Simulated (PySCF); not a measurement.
# Mg⁺ (magnesium, charge +1) across methods

[Ne] 3s1, 2S determinant. Calculation: PySCF 2.14, in aug-cc-pCVDZ (6s5p3d, 36 functions); the non-relativistic Hamiltonian (point nucleus).

| method | E (hartree) | mean ε 2p α (eV) | mean ε 2p β (eV) | mean ε 3s α (eV) | Σ⟨r²⟩ (bohr²) | ⟨S²⟩ |
| --- | --- | --- | --- | --- | --- | --- |
| LDA | -198.8409 | -55.722 | -55.580 | -12.001 | 13.83 | 0.750 |
| PBE0 | -199.6840 | -59.838 | -59.681 | -12.726 | 13.91 | 0.750 |
| B3LYP | -199.8082 | -59.098 | -58.975 | -12.629 | 13.79 | 0.750 |
| PBE | -199.6633 | -55.688 | -55.531 | -11.933 | 13.90 | 0.750 |
| BP86 | -199.7994 | -55.794 | -55.657 | -12.033 | 13.82 | 0.750 |
| UHF | -199.36508 | -71.048 | -70.885 | -14.726 | 14.12 | 0.750 |
| r2SCAN | -199.7634 | -57.152 | -57.041 | -12.063 | 13.86 | 0.750 |
| LC-wPBE | -199.7077 | -61.537 | -61.405 | -14.997 | 13.93 | 0.750 |

Question: Estimate the same row for BHandHLYP.

Answer: E (hartree) = -199.7944; mean ε 2p α (eV) = -63.881; mean ε 2p β (eV) = -63.751; mean ε 3s α (eV) = -13.437; Σ⟨r²⟩ (bohr²) = 13.82; ⟨S²⟩ = 0.750.
